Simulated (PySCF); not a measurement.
Part of a log for GaH2(tBu) (`[H][Ga]([H])[C](C)(C)C`): ground state, then the species with a core hole.

The calculation used delta-SCF UKS SCAN, pcX-2 on the ionised atom, pcseg-1 elsewhere, spin-free X2C in PySCF 2.14.0. Atoms in this output count from 0. The cycles run on a coarse integration grid; for E(ground) and E(ion) the exchange–correlation energy is redone on a finer one, so they differ from the last cycle, and only they enter the binding energy.

Coordinates (Å, PBE0-D3(BJ)/def2-SVP):
```
Ga     0.978266     1.718606     0.012917
H      2.553253     1.795072     0.093460
H      0.135713     3.054794    -0.016816
C      0.008800    -0.030595    -0.011233
C     -0.775604    -0.121175     1.301185
C      0.982611    -1.201356    -0.119784
C     -0.966735    -0.043124    -1.189339
H     -1.362148    -1.059636     1.336123
H     -0.116366    -0.126625     2.186014
H     -1.489911     0.710658     1.418370
H      1.700672    -1.221670     0.715961
H      1.568185    -1.168123    -1.052933
H      0.439042    -2.165453    -0.109123
H     -0.449548     0.011444    -2.161999
H     -1.683590     0.792984    -1.144076
H     -1.557000    -0.979742    -1.192306
```

```
ground state, core basis on atom 4 (C), 169 functions
  cycle   1  E = -2098.68012016  |g| = 5.68e-02
  cycle   2  E = -2098.68009267  |g| = 1.72e-02
  cycle   3  E = -2098.68008130  |g| = 1.85e-02
  cycle   4  E = -2098.68016209  |g| = 1.02e-03
  cycle   5  E = -2098.68016384  |g| = 1.83e-04
  E(ground) = -2098.94587013 Eh
hole in C 1s of atom 4
  cycle   1  E = -2087.43957143  |g| = 1.51e+00
  cycle   2  E = -2086.76589952  |g| = 1.81e+00
  cycle   3  E = -2087.96033723  |g| = 3.30e-01
  cycle   4  E = -2088.00114550  |g| = 1.03e-01
  ...
  cycle   8  E = -2088.00642836  |g| = 1.70e-03
  cycle   9  E = -2088.00643140  |g| = 8.08e-04
  cycle  10  E = -2088.00643162  |g| = 2.43e-04
  E(ion) = -2088.27139402 Eh   <S^2> = 0.7689   hole on atom = 1.000
```

Task: What is the C 1s binding energy of atom 4?

Result: (-2088.271394 − (-2098.945870)) Eh × 27.2114 eV/Eh = 290.47 eV, for the carbon bonded to C and 3 H.

```
ground state, core basis on atom 3 (C), 169 functions
  cycle   1  E = -2098.58978213  |g| = 5.76e-01
  cycle   2  E = -2098.45505007  |g| = 8.88e-01
  cycle   3  E = -2098.67836284  |g| = 1.35e-01
  cycle   4  E = -2098.68295023  |g| = 3.89e-02
  cycle   5  E = -2098.68328493  |g| = 9.76e-03
  cycle   6  E = -2098.68330932  |g| = 1.84e-03
  cycle   7  E = -2098.68330745  |g| = 4.79e-04
  E(ground) = -2098.94864936 Eh
hole in C 1s of atom 3
  cycle   1  E = -2087.43329677  |g| = 1.53e+00
  cycle   2  E = -2086.29660392  |g| = 2.14e+00
  cycle   3  E = -2087.97160979  |g| = 3.65e-01
  cycle   4  E = -2088.02551438  |g| = 1.04e-01
  ...
  cycle   8  E = -2088.03010361  |g| = 1.45e-03
  cycle   9  E = -2088.03010634  |g| = 5.82e-04
  cycle  10  E = -2088.03010619  |g| = 1.60e-04
  E(ion) = -2088.29474985 Eh   <S^2> = 0.7727   hole on atom = 1.000
```

Task: What is the C 1s binding energy of atom 3?

Result: (-2088.294750 − (-2098.948649)) Eh × 27.2114 eV/Eh = 289.91 eV, for the carbon bonded to 3 C and Ga.

The ground state is recomputed for each atom, because the flexible core basis sits on the ionised atom alone; energies of different blocks can't be mixed. Isolated species at its PBE0-D3(BJ)/def2-SVP geometry, gas phase.
Labels such as C1 count atoms from 1, the log's own numbers from 0.
